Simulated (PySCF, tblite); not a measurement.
Isomers of C3H8F2O2Si2, one GFN2-xTB conformer each. Single-point energies are computed at PBE0/pcSseg-1 (PySCF, gas phase, no added dispersion term), electronic only.

**Question.** Rank them by PBE0/pcSseg-1 energy, lowest first (kcal/mol).
A. `[CH2:1]=[C:2]([O:3][SiH3:4])[O:5][C@H:6]([F:7])[SiH2:8][F:9]` with C1–C2–O3–Si4 180°, C1–C2–O5–C6 13°, C2–O5–C6–F7 -75°, O5–C6–Si8–F9 -81°
B. `[CH2:1]=[C:2]([O:3][SiH2:4][SiH3:5])[O:6][CH:7]([F:8])[F:9]` with C1–C2–O3–Si4 -178°, C2–O3–Si4–Si5 49°, C1–C2–O6–C7 -11°, C2–O6–C7–F8 -165°
C. `[CH2:1]=[CH:2][O:3][Si@@:4]([OH:5])([SiH3:6])[CH:7]([F:8])[F:9]` with C1–C2–O3–Si4 -170°, C2–O3–Si4–O5 -62°, O3–Si4–O5–H -158°, O3–Si4–C7–F8 -95°

**Answer.** C (0.0), A (1.9), B (26.1).

As drawn, the lowest has an O–H bond and an Si–C bond, which the highest lacks. Neighbours under 2.5 kcal/mol apart (C=CO[Si@@](O)([SiH3])C(F)F and C=C(O[SiH3])O[C@H](F)[SiH2]F) can change places with a better method, another conformer or zero-point energy. GFN2-xTB itself gives, in the same order: 36.3, 0.0, 45.4. GFN2-xTB puts C=C(O[SiH3])O[C@H](F)[SiH2]F lowest instead; measured from each level's own lowest isomer, the values differ by up to 36.3 kcal/mol (C=CO[Si@@](O)([SiH3])C(F)F: 36.3 against 0.0).

**Question.** Which frontier levels, dipoles and rotational constants go with these structures?

**Answer.** 
| SMILES | HOMO (eV, PBE0/pcSseg-1) | LUMO (eV) | dipole (D) | A, B, C (MHz) |
| --- | --- | --- | --- | --- |
| C=CO[Si@@](O)([SiH3])C(F)F | -7.18 | -0.40 | 1.72 | 1320, 771.9, 666.6 |
| C=C(O[SiH3])O[C@H](F)[SiH2]F | -6.76 | -0.29 | 1.43 | 1499, 740.5, 555.0 |
| C=C(O[SiH2][SiH3])OC(F)F | -7.01 | -0.63 | 1.17 | 1483, 825.2, 622.9 |

**Question.** What happens when harmonic zero-point energies from GFN2-xTB frequencies are added?

**Answer.** 
| SMILES | ZPE (kcal/mol) | electronic (kcal/mol) | with ZPE (kcal/mol) |
| --- | --- | --- | --- |
| C=CO[Si@@](O)([SiH3])C(F)F | 65.7 | 0.0 | 0.0 |
| C=C(O[SiH3])O[C@H](F)[SiH2]F | 64.4 | 1.9 | 0.6 |
| C=C(O[SiH2][SiH3])OC(F)F | 64.0 | 26.1 | 24.4 |

The zero-point energies span 1.7 kcal/mol. The order is unchanged.
